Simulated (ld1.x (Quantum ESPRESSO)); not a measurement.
**iridium (Ir), TM: configuration errors across variants**

```
Element                 : iridium
Generator               : ld1.x (Quantum ESPRESSO) 7.5
Type                    : norm-conserving Troullier–Martins (Kleinman–Bylander form)
Functional              : PBEsol
Relativity              : scalar-relativistic
Frozen core             : [Kr] 4d10
Valence charge          : 31
Reference configuration : 4f14 5s2 5p6 5d7 6s0 6p0 (charge +2)
Partial waves           : 5s (bound): rc 1.55 bohr; 5p (bound): rc 1.90 bohr; 4f (bound): rc 0.80 bohr; 5d (bound): rc 1.35 bohr
Local potential         : the d channel
Core correction         : a·sin(br)/r model core inside 0.70 bohr
```

All-electron excitation energies from the reference (eV): (1) 4f14 5s2 5p6 5d7 6s2 6p0 -27.424; (2) 4f14 5s2 5p6 5d7 6s1 6p0 -17.496; (3) 4f14 5s2 5p6 5d6 6s0 6p0 30.573; (4) 4f14 5s2 5p6 5d7 6s0 6p1 -10.946; (5) 4f14 5s2 5p6 5d8 6s1 6p0 -27.744; (6) 4f14 5s2 5p6 5d8 6s0 6p0 -18.746; (7) 4f14 5s1 5p6 5d7 6s2 6p0 77.469.

Tests that are not counted but printed errors over 1 eV. “wave 5d (bound): rc 1.35 bohr becomes 5d (bound): rc 0.90 bohr”: 4f14 5s1 5p6 5d7 6s2 6p0 (solver errors, printed error -16.7 eV); 4f14 5s2 5p6 5d7 6s2 6p0 (solver errors, printed error -14.7 eV); 2 more.

A true bound ghost makes a file unfit for plane-wave use even where its test errors are small: the radial tests pick states by their node count and pass the ghost by. Where a test does run into it, the solver fails or the error is huge.

Errors AE − PS in meV (a dash: test not solved or not reliable):

```tsv
change	(1)	(2)	(3)	(4)	(5)	(6)	(7)	bound ghosts
base	-1527	-924	-7.7	-412	-665	+1.2	-2505	not determined
wave 5d (bound): rc 1.35 bohr becomes 5d (bound): rc 0.90 bohr	–	–	+5.4	+139	–	+2.3	–	p, s
wave 5d (bound): rc 1.35 bohr becomes 5d (bound): rc 1.04 bohr	+43	+28	-0.1	+59	+22	+1.9	-77	not determined
wave 5d (bound): rc 1.35 bohr becomes 5d (bound): rc 1.16 bohr	-683	-411	-3.5	-52	-297	+1.9	-1193	not determined
wave 5d (bound): rc 1.35 bohr becomes 5d (bound): rc 1.34 bohr	-1489	-901	-7.2	-377	-649	+1.3	-2444	not determined
wave 5d (bound): rc 1.35 bohr becomes 5d (bound): rc 1.48 bohr	-1412	-854	-6.9	-310	-615	+1.7	-2320	not determined
wave 5d (bound): rc 1.35 bohr becomes 5d (bound): rc 1.62 bohr	-1167	-705	-5.7	-167	-508	+2.4	-1936	not determined
wave 5d (bound): rc 1.35 bohr becomes 5d (bound): rc 1.72 bohr	-1094	-661	-5.2	-136	-475	+2.7	-1823	not determined
wave 5d (bound): rc 1.35 bohr becomes 5d (bound): rc 1.88 bohr	-1060	-640	-5.1	-123	-460	+2.9	-1770	not determined
```

(1) Give the same row for: wave 5d (bound): rc 1.35 bohr becomes 5d (bound): rc 2.00 bohr.

Results:

(1) -1098, -663, -5.4, -140, -478, +2.5, -1829; bound ghosts: not determined.
